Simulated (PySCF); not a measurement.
Compound: C5H14BP.
Z-matrix (Å and degrees, PBE0-D3(BJ)/def2-SVP geometry), rows numbered from 1:
```
B 
P   1  1.9076
C   2  1.8202  1  113.27
C   2  1.8208  1  113.49  3   119.57
C   2  1.8095  1  115.48  3  -120.30
C   5  1.5072  2  119.32  1    34.04
C   6  1.4914  5   60.33  2  -108.58
H   1  1.2255  2  106.52  3  -179.55
H   1  1.2246  2  106.35  3    58.27
H   1  1.2261  2  103.08  3   -60.63
H   3  1.0996  2  108.45  1   -60.82
H   3  1.0996  2  111.80  1   178.34
H   3  1.0995  2  109.09  1    56.92
H   4  1.0993  2  109.25  1   -55.42
H   4  1.0996  2  108.33  1    62.48
H   4  1.1002  2  111.68  1  -177.00
H   5  1.0964  2  114.41  1   179.48
H   6  1.0935  5  117.41  7   107.39
H   6  1.0930  5  117.10  7  -109.41
H   7  1.0935  5  117.11  6   109.47
H   7  1.0934  5  117.42  6  -107.36
```

Linear response at PBE0/def2-SVPD (PySCF, frozen core in the response, non-relativistic). Isolated species at its PBE0-D3(BJ)/def2-SVP geometry (one conformer only).

Static isotropic polarisability: 101.71 au (15.07 Å³), principal values 96.7, 100.3, 108.2 au.

**Question.** What is the polarisability at 1064 nm and at the sodium D line?

**Answer.** 102.54 au at 1064 nm (+0.8 %), 104.51 au at 589.3 nm (+2.8 %). The rise at 589.3 nm is 3.35 times that at 1064 nm; a pure ω² law gives 3.26. The lowest singlet lies at 168 nm, shorter than both wavelengths.

**Question.** What is the isotropic C6 coefficient between two such molecules, C6 = (3/π)∫α(iω)² dω?

**Answer.** 4126 au (Eh·bohr⁶) by a ten-point quadrature over imaginary frequencies, which is 2470 eV·Å⁶ or 238 J·nm⁶/mol.

**Question.** Which effective excitation energy ω̄ makes London's formula C6 = (3/4)α²ω̄ exact here?

**Answer.** ω̄ = 4·C6/(3α²) = 0.532 Eh = 14.5 eV. A one-pole form α(ω) = α/(1 − ω²/ω̄²) fitted to the 1064 nm value gives 12.9 eV. London's choice of the ionisation energy (9.76 eV, ΔSCF at the same level) gives C6 = 2780 au, 33 % too low.

**Question.** How anisotropic is the static polarisability, by Δα² = ½[(α1 − α2)² + (α2 − α3)² + (α3 − α1)²]?

**Answer.** Δα = 10.2 au, or 0.10 of the isotropic value.

**Question.** The lowest 10 singlets have (eV, f): 7.38, 0.053; 7.52, 0.035; 7.54, 0.025; 7.85, 0.004; 7.95, 0.010; 8.00, 0.001; 8.03, 0.006; 8.07, 0.027; 8.11, 0.027; 8.13, 0.000. What share of the static polarisability do they carry in the sum over states α = Σ f/ω²?

**Answer.** 2.38 au, 2.3 % of α; the largest term, 0.72 au, is that of the state at 7.38 eV. Their oscillator strengths add up to 0.19. Higher states carry the rest.

**Question.** What n − 1 at the D line would an ideal gas of it have at 273.15 K and 1 atm (2.6868 × 10¹⁹ cm⁻³), by n − 1 = 2π·N·α′?

**Answer.** 26.14 × 10⁻⁴, a formal value whether or not that pressure can be reached.

Time: 6.0 min of wall time; peak memory 1.1 GiB. Hardware: Arm Neoverse V1, one thread, shared host with 32 logical CPUs at a one-minute load of 28. This is the whole response run at PBE0/def2-SVPD, SCF included.
